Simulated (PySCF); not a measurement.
**C₆ coefficients of unlike pairs at PBE0**

Calculated with PySCF 2.14 from the dipole response of each species, C₆(A,B) = (3/π) ∫ α_A(iu) α_B(iu) du, in atomic units, from isotropic polarisabilities. For ions this is the dispersion term alone; charge-induced terms of lower order in 1/R come first.

| species | configuration | basis | relativity | α (bohr³) | C₆ (like pair) |
| --- | --- | --- | --- | --- | --- |
| Sn²⁺ | [Kr] 4d10 5s2 (1S) | aug-cc-pVTZ-PP with ECP28MDF (6s5p4d2f) | core potential | 15.33 | 79.90 |
| F³⁺ | [He] 2s2 2p2 (3P) | aug-cc-pVTZ-DK (5s4p3d2f) | spin-free X2C | 0.9387 | 0.8476 |
| Ar⁺ | [Ne] 3s2 3p5 (2P) | aug-cc-pCVTZ-DK (8s7p5d3f) | spin-free X2C | 6.925 | 31.33 |
| Se⁺ | [Ar] 3d10 4s2 4p3 (4S) | x2c-TZVPPall with one added diffuse shell each of s, p, d type (7s6p5d1f) | spin-free X2C | 14.14 | 85.99 |

(1) Estimate C₆ for Ar⁺ with F³⁺.

No spin-orbit coupling is included.

The other pairs:

| pair | C₆ |
| --- | --- |
| Se⁺, F³⁺ | 7.789 |
| Ar⁺, Sn²⁺ | 48.26 |
| Se⁺, Sn²⁺ | 82.50 |
| Se⁺, Ar⁺ | 50.90 |
| F³⁺, Sn²⁺ | 7.366 |

## Answers

(1) The integral gives 4.984. The combination rule 2 C_A C_B / (C_A α_B/α_A + C_B α_A/α_B) gives 5.058 and the geometric mean 5.153.
